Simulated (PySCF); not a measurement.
PySCF input (M06-2X/6-31G* with LANL2DZ past Ar (5d)):

```python
from pyscf import gto, dft

mol = gto.M(
    atom='''
    Br    1.50342900   -0.28047500   -0.00227300
    C    -0.30757900    0.16413500   -0.00954100
    C    -0.94591500    1.35608600   -0.10913600
    C    -2.34362400    1.04599900   -0.05351800
    C    -2.43719000   -0.29887800    0.07431500
    O    -1.18851100   -0.85805100    0.10300500
    H    -0.48443400    2.32232600   -0.20846900
    H    -3.16335100    1.74233700   -0.10321300
    H    -3.25828100   -0.98769600    0.15447700
    ''',
    basis={'default': '6-31g*', 'Br': 'lanl2dz'},
    ecp={'Br': 'lanl2dz'},
    charge=0,
    spin=0,
    verbose=4,
)

mf = dft.RKS(mol, xc='m062x')
mf.grids.level = 4
mf.conv_tol = 1e-9
mf.max_cycle = 100
mf.max_memory = 1500
mf.kernel()
if not mf.converged:
    mf = mf.newton()
    mf.kernel(mf.make_rdm1())
mf.dip_moment()
```

Output:

```
PySCF version 2.14.0

[INPUT] verbose = 4
[INPUT] num. atoms = 9
[INPUT] num. electrons = 42
[INPUT] charge = 0
[INPUT] spin (= nelec alpha-beta = 2S) = 0
[INPUT] symmetry False subgroup None
[INPUT] Mole.unit = angstrom
[INPUT] Symbol           X                Y                Z      unit          X                Y                Z       unit  Magmom
[INPUT]  1 Br     1.503429000000  -0.280475000000  -0.002273000000 AA    2.841069057729  -0.530020934787  -0.004295347481 Bohr   0.0
[INPUT]  2 C     -0.307579000000   0.164135000000  -0.009541000000 AA   -0.581240071668   0.310170197455  -0.018029876954 Bohr   0.0
[INPUT]  3 C     -0.945915000000   1.356086000000  -0.109136000000 AA   -1.787520287118   2.562631141357  -0.206237150331 Bohr   0.0
[INPUT]  4 C     -2.343624000000   1.045999000000  -0.053518000000 AA   -4.428807498958   1.976651636569  -0.101134362734 Bohr   0.0
[INPUT]  5 C     -2.437190000000  -0.298878000000   0.074315000000 AA   -4.605621613529  -0.564797564658   0.140434996947 Bohr   0.0
[INPUT]  6 O     -1.188511000000  -0.858051000000   0.103005000000 AA   -2.245960286033  -1.621481390909   0.194651239461 Bohr   0.0
[INPUT]  7 H     -0.484434000000   2.322326000000  -0.208469000000 AA   -0.915447585428   4.388560111957  -0.393949315462 Bohr   0.0
[INPUT]  8 H     -3.163351000000   1.742337000000  -0.103213000000 AA   -5.977867025869   3.292539746696  -0.195044302495 Bohr   0.0
[INPUT]  9 H     -3.258281000000  -0.987696000000   0.154477000000 AA   -6.157258726874  -1.866474934328   0.291919222544 Bohr   0.0

nuclear repulsion = 196.294568273124
number of shells = 40
number of NR pGTOs = 159
number of NR cGTOs = 84
basis = {'default': '6-31g*', 'Br': 'lanl2dz'}
ecp = {'Br': 'lanl2dz'}

******** <class 'pyscf.dft.rks.RKS'> ********
method = RKS
initial guess = minao
damping factor = 0
level_shift factor = 0
DIIS = <class 'pyscf.scf.diis.CDIIS'>
diis_start_cycle = 1
diis_space = 8
diis_damp = 0
SCF conv_tol = 1e-09
SCF conv_tol_grad = None
SCF max_cycles = 100
direct_scf = True
direct_scf_tol = 1e-13
XC library pyscf.dft.libxc version 7.1.2
    S. Lehtola, C. Steigemann, M. J. T. Oliveira, and M. A. L. Marques,  SoftwareX 7, 1–5 (2018)
XC functionals = m062x
    Y. Zhao and D. G. Truhlar,  Theor. Chem. Acc. 120, 215 (2008)
    Y. Zhao and D. G. Truhlar,  Theor. Chem. Acc. 120, 215 (2008)
radial grids:
    Treutler-Ahlrichs [JCP 102, 346 (1995); DOI:10.1063/1.469408] (M4) radial grids

becke partition: Becke, JCP 88, 2547 (1988); DOI:10.1063/1.454033
pruning grids: <function nwchem_prune>
grids dens level: 4
symmetrized grids: False
atomic radii adjust function: <function treutler_atomic_radii_adjust>
small_rho_cutoff = 0
Set gradient conv threshold to 3.16228e-05
Initial guess from minao.
tot grids = 220008
init E= -232.796582060114
  HOMO = -0.061152380238009  LUMO = 0.00568334688840721  gap/eV = 1.81869
cycle= 1 E= -241.875643247045  delta_E= -9.08  |g|= 1.21  |ddm|= 4.94
  HOMO = -0.170714048150182  LUMO = -0.0902024986711183  gap/eV = 2.19083
cycle= 2 E= -242.053586238957  delta_E= -0.178  |g|= 1.13  |ddm|= 3.25
  HOMO = -0.283953909476732  LUMO = 0.0174196823682808  gap/eV = 8.20079
cycle= 3 E= -242.419074868415  delta_E= -0.365  |g|= 0.187  |ddm|= 1.59
  HOMO = -0.276620797286018  LUMO = 0.0411072423962167  gap/eV = 8.64582
cycle= 4 E= -242.426190851903  delta_E= -0.00712  |g|= 0.111  |ddm|= 0.32
  HOMO = -0.27281479060272  LUMO = 0.0502486106734304  gap/eV = 8.79100
cycle= 5 E= -242.428624192897  delta_E= -0.00243  |g|= 0.0318  |ddm|= 0.104
  HOMO = -0.277537315413454  LUMO = 0.0474155385355021  gap/eV = 8.84242
cycle= 6 E= -242.428899904768  delta_E= -0.000276  |g|= 0.00699  |ddm|= 0.0397
  HOMO = -0.277654055274521  LUMO = 0.0472520046270609  gap/eV = 8.84114
cycle= 7 E= -242.428913736675  delta_E= -1.38e-05  |g|= 0.00353  |ddm|= 0.00996
  HOMO = -0.277305235297401  LUMO = 0.0476319104971389  gap/eV = 8.84199
cycle= 8 E= -242.42891755338  delta_E= -3.82e-06  |g|= 0.0007  |ddm|= 0.00458
  HOMO = -0.277314514380556  LUMO = 0.0476110807439191  gap/eV = 8.84168
cycle= 9 E= -242.428917650629  delta_E= -9.72e-08  |g|= 0.000443  |ddm|= 0.00105
  HOMO = -0.277320890136671  LUMO = 0.0476160236670373  gap/eV = 8.84198
cycle= 10 E= -242.428917698438  delta_E= -4.78e-08  |g|= 5.69e-05  |ddm|= 0.000427
  HOMO = -0.277323137146851  LUMO = 0.0476102041154589  gap/eV = 8.84189
cycle= 11 E= -242.428917699343  delta_E= -9.05e-10  |g|= 3.95e-05  |ddm|= 9.6e-05
  HOMO = -0.277322471889459  LUMO = 0.0476127012671959  gap/eV = 8.84194
cycle= 12 E= -242.428917699725  delta_E= -3.82e-10  |g|= 7.55e-06  |ddm|= 4.06e-05
  HOMO = -0.277321980094133  LUMO = 0.0476122213172974  gap/eV = 8.84191
Extra cycle  E= -242.428917699737  delta_E= -1.24e-11  |g|= 6.31e-06  |ddm|= 1.72e-05
converged SCF energy = -242.428917699737
Dipole moment(X, Y, Z, Debye): -1.52297,  1.01050, -0.06579
```

The geometry given is a B3LYP-D3(BJ)/def2-TZVP minimum.
